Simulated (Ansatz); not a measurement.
The same ligand exchange along the group B, Al, Ga, In.

Calculated with Ansatz (gas phase, PBE0-D4/def2-TZVP geometries, no zero-point term in ΔE). CCSD(T)/CBS adds triple-zeta CCSD(T) − MP2 to the extrapolated MP2 energy (def2 sets, frozen cores). This one scheme is used for every species. DFT in def2-TZVPP. Elements past krypton have def2 core potentials. For Ga, In outer-core shells are correlated without core-valence functions, which leaves a few kJ/mol of doubt a bond. Scalar relativity is left out up to krypton. One conformer a species, not always the lowest.

```tsv
reaction	CCSD(T)/CBS(def2) (kJ/mol)
`FB(S)S` + H–F → `FB(F)S` + H₂S	-75
`[F][Al]([SH])[SH]` + H–F → `[F][Al]([F])[SH]` + H₂S	-67
`[F][Ga]([SH])[SH]` + H–F → `[F][Ga]([F])[SH]` + H₂S	18
`[F][In]([SH])[SH]` + H–F → `[F][In]([F])[SH]` + H₂S	?
```

(1) Fill in the missing values. (Best estimate.)

Largest T1 diagnostic: 0.016, for `[F][In]([F])[SH]`.

Results:

(1) Ansatz gave: `[F][In]([SH])[SH]` + H–F → `[F][In]([F])[SH]` + H₂S: +44.2 kJ/mol.
